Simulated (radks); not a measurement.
Initial-state core-level shifts of the rhodium ion Rh2+ when its valence configuration changes from [Kr] 4d7. All-electron calculation, scalar-relativistic Kohn-Sham, r2SCAN, spin-unpolarised, spherical densities, finite nucleus; meta-GGA in the generalised Kohn-Sham scheme; Fermi nuclear charge, rms radius 4.4945 fm. Program: a radial shooting solver on a logarithmic mesh with Libxc functionals. Shifts are changes of the shell-averaged eigenvalues in eV (positive: less bound); the change of the density at the nucleus, which sets a Mossbauer isomer shift, is in e/bohr^3, on a base of 1.237e+05.

valence           2s       2p       3s       3d  density at nucleus
4d5 5s2      -11.525  -11.509  -11.213  -11.273              +66.75
4d6 5s1       -5.598   -5.590   -5.468   -5.495              +30.84
4d5 5s1 5p1  -12.778  -12.762  -12.479  -12.538              +38.09
4d5 5p2      -14.004  -13.987  -13.718  -13.777               +9.60
4d6 5p1       -6.867   -6.858   -6.754   -6.779               +4.29
4d5.5 5s1.5   -8.518   -8.506   -8.305   -8.347              +48.04
4d6.5 5p0.5   -3.403   -3.399   -3.354   -3.365               +2.03
4d6.5 5s0.5   -2.759   -2.755   -2.700   -2.712              +14.84
